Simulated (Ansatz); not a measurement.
A geometry relaxed with B3LYP-D3(BJ)/def2-TZVP (Ansatz, an electronic-structure program), charge 0, multiplicity 2:

```xyz
3

H     -1.3607    -0.4284     0.0000
Ga    -0.1163     0.6122     0.0000
F      1.4770    -0.1838     0.0000
```

Problem. Write the SMILES of this molecule.

Solution. `[F][GaH]`
